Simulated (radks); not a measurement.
All-electron atom: Pd I in [Kr] 4d10. Calculated with a radial shooting solver on a logarithmic mesh with Libxc functionals: Dirac Kohn-Sham, PBE, spin-unpolarised, spherical densities, finite nucleus; Fermi nuclear charge, rms radius 4.5318 fm.

Unscreened Slater integrals over Kohn-Sham orbitals (eV). Large and small components are both included.

integral          value
F0(4d5/2,4d5/2)  15.739
F2(4d5/2,4d5/2)  7.4774
F4(4d5/2,4d5/2)  4.7836
F0(4d5/2,4d3/2)  15.906
F2(4d5/2,4d3/2)  7.5690
G2(4d5/2,4d3/2)  7.5654
G4(4d5/2,4d3/2)  4.8440
F0(4d5/2,4p3/2)  18.611
F2(4d5/2,4p3/2)  8.7398
G1(4d5/2,4p3/2)  10.834
G3(4d5/2,4p3/2)  6.5516
F0(4d5/2,4p1/2)  18.800
G3(4d5/2,4p1/2)  6.4655
F0(4d3/2,4d3/2)  16.078
F2(4d3/2,4d3/2)  7.6652
F0(4d3/2,4p3/2)  18.862
F2(4d3/2,4p3/2)  8.9246
G1(4d3/2,4p3/2)  11.110
G3(4d3/2,4p3/2)  6.7232
F0(4d3/2,4p1/2)  19.059
G1(4d3/2,4p1/2)  10.987
F0(4p3/2,4p3/2)  23.238
F2(4p3/2,4p3/2)  12.142
F0(4p3/2,4p1/2)  23.592
G2(4p3/2,4p1/2)  12.295
F0(4p1/2,4p1/2)  23.966
